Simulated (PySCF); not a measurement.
## J couplings in [C$_{5}$H$_{7}$N$_{2}$]+

Geometry (Å), atoms numbered from 1 in this order:
```xyz
14

C     1.7046   -0.1762    0.0496
N     0.2402   -0.0624   -0.0089
C    -0.3532    1.1418   -0.0473
C    -1.7432    1.2077   -0.1147
N    -2.4987    0.1186   -0.1420
C    -1.8931   -1.0630   -0.1026
C    -0.5095   -1.1798   -0.0350
H     2.0664   -0.6338   -0.8813
H     2.1406    0.8216    0.1642
H     1.9830   -0.8017    0.9075
H     0.2867    2.0255   -0.0238
H    -2.2408    2.1822   -0.1461
H    -2.5163   -1.9625   -0.1238
H     0.0111   -2.1389   -0.0015
```

Total charge +1.

Indirect spin–spin couplings were computed at B3LYP/pcJ-1 (spin–dipole term only in couplings to heteroatoms) (PySCF 2.14) on a PBE0-D3(BJ)/def2-SVP structure, for the isolated molecule, without vibrational or relativistic corrections. Couplings are averaged over pairs made equivalent by symmetry, fast rotation or ring inversion, so a value needn't be that of the named pair in this geometry, while other rotamers aren't included; one pair stands for each set, and the list holds those of at least 1.5 Hz over up to four bonds.

Isotopes: ¹³C, ¹H, ¹⁵N.

```json
{"pair": "C1, N2", "bonds": "1", "J (Hz)": "-8.1"}
{"pair": "C1, H8", "bonds": "1", "J (Hz)": "155.2"}
{"pair": "N2, C3", "bonds": "1", "J (Hz)": "-13.9"}
{"pair": "C3, C4", "bonds": "1", "J (Hz)": "?"}
{"pair": "C3, H11", "bonds": "1", "J (Hz)": "204.6"}
{"pair": "C4, N5", "bonds": "1", "J (Hz)": "?"}
{"pair": "C4, H12", "bonds": "1", "J (Hz)": "?"}
{"pair": "N2, C4", "bonds": "2", "J (Hz)": "1.9"}
{"pair": "N2, H11", "bonds": "2", "J (Hz)": "-2.3"}
{"pair": "C3, C7", "bonds": "2", "J (Hz)": "-3.5"}
{"pair": "C3, H12", "bonds": "2", "J (Hz)": "15.7"}
{"pair": "C4, C6", "bonds": "2", "J (Hz)": "?"}
{"pair": "C4, H11", "bonds": "2", "J (Hz)": "6.0"}
{"pair": "N5, H12", "bonds": "2", "J (Hz)": "?"}
{"pair": "H8, H9", "bonds": "2", "J (Hz)": "?"}
{"pair": "C1, C4", "bonds": "3", "J (Hz)": "?"}
{"pair": "C1, H11", "bonds": "3", "J (Hz)": "4.8"}
{"pair": "N2, N5", "bonds": "3", "J (Hz)": "2.4"}
{"pair": "N2, H12", "bonds": "3", "J (Hz)": "-4.1"}
{"pair": "C3, C6", "bonds": "3", "J (Hz)": "12.1"}
{"pair": "C3, H8", "bonds": "3", "J (Hz)": "5.0"}
{"pair": "C3, H14", "bonds": "3", "J (Hz)": "?"}
{"pair": "C4, H13", "bonds": "3", "J (Hz)": "12.4"}
{"pair": "H11, H12", "bonds": "3", "J (Hz)": "4.2"}
{"pair": "C3, H13", "bonds": "4", "J (Hz)": "-2.0"}
```

Q: Estimate the withheld couplings, with signs.

A: 
- ¹J(C3,C4) = 59.8 Hz (bond length 1.393 Å)
- ¹J(C4,N5) = 3.3 Hz (bond length 1.326 Å)
- ¹J(C4,H12) = 213.5 Hz (bond length 1.095 Å, sp2 carbon)
- ²J(C4,C6) = -5.6 Hz (angle at N5 118°)
- ²J(N5,H12) = -12.0 Hz (angle at C4 118°)
- ²J(H8,H9) = -15.9 Hz (mean over equivalent pairs that range from -17.6 to -14.9 Hz in this conformer)
- ³J(C1,C4) = 1.7 Hz (dihedral angle 179°)
- ³J(C3,H14) = 4.6 Hz (dihedral angle 180°)
